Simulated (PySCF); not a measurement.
## Ga²⁺: ionisation energy

Ga²⁺ [Ar] 3d10 4s1 (2S) → Ga³⁺ [Ar] 3d10 (1S), as a difference of total energies. Calculation: PySCF 2.14, in aug-cc-pVQZ-DK; scalar relativity by spin-free X2C-1e. The calculations carry no spin-orbit coupling.

```csv
method,ionisation energy (eV)
UHF,29.636
LDA,31.878
PBE,31.559
PBE0,31.172
r2SCAN,31.289
BHandHLYP,31.071
wB97X-V,30.864
r2SCANh,31.192
TPSSh,31.063
```

**Question.** Which method comes closest to the reference value, and which is furthest?

**Answer.** The reference is 30.726 eV (measured; NIST Atomic Spectra Database, ionization energies). Closest: wB97X-V (error 0.138 eV); furthest: LDA (error 1.152 eV).
